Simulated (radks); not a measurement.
Results of a calculation; reference values are marked as such.
La V, configuration [Kr] 4d9 5s2 5p6 (not the ground configuration). Level of theory: Dirac Kohn-Sham, PBE, spin-unpolarised, spherical densities, point nucleus; open shells are shared between the two j in proportion to 2j + 1 (a radial shooting solver on a logarithmic mesh with Libxc functionals).

Unscreened Slater integrals over Kohn-Sham orbitals (cm^-1). Large and small components are both included. Empty in this configuration: 4f5/2.

\begin{tabular}{lr}
integral & value \\ \hline
F0(5p3/2,5p3/2) & 116910 \\
F2(5p3/2,5p3/2) & 63641 \\
F0(5p3/2,5p1/2) & 119020 \\
G2(5p3/2,5p1/2) & 64397 \\
F0(5p3/2,5s1/2) & 123820 \\
G1(5p3/2,5s1/2) & 83137 \\
F0(5p3/2,4d5/2) & 144660 \\
F2(5p3/2,4d5/2) & 43419 \\
G1(5p3/2,4d5/2) & 12430 \\
G3(5p3/2,4d5/2) & 12231 \\
F0(5p3/2,4f5/2) & 138290 \\
F2(5p3/2,4f5/2) & 51103 \\
G2(5p3/2,4f5/2) & 26478 \\
G4(5p3/2,4f5/2) & 20853 \\
F0(5p1/2,5p1/2) & 121290 \\
F0(5p1/2,5s1/2) & 126500 \\
G1(5p1/2,5s1/2) & 87142 \\
F0(5p1/2,4d5/2) & 149360 \\
G3(5p1/2,4d5/2) & 13618 \\
F0(5p1/2,4f5/2) & 142410 \\
G2(5p1/2,4f5/2) & 29363 \\
F0(5s1/2,5s1/2) & 132660 \\
F0(5s1/2,4d5/2) & 160890 \\
G2(5s1/2,4d5/2) & 18594 \\
F0(5s1/2,4f5/2) & 152380 \\
G3(5s1/2,4f5/2) & 30872 \\
F0(4d5/2,4d5/2) & 260330 \\
F2(4d5/2,4d5/2) & 132820 \\
F4(4d5/2,4d5/2) & 88966 \\
F0(4d5/2,4f5/2) & 228340 \\
F2(4d5/2,4f5/2) & 110210 \\
F4(4d5/2,4f5/2) & 70507 \\
G1(4d5/2,4f5/2) & 130440 \\
G3(4d5/2,4f5/2) & 81782 \\
G5(4d5/2,4f5/2) & 57801 \\
F0(4f5/2,4f5/2) & 205280 \\
F2(4f5/2,4f5/2) & 98681 \\
F4(4f5/2,4f5/2) & 62128 \\
\end{tabular}
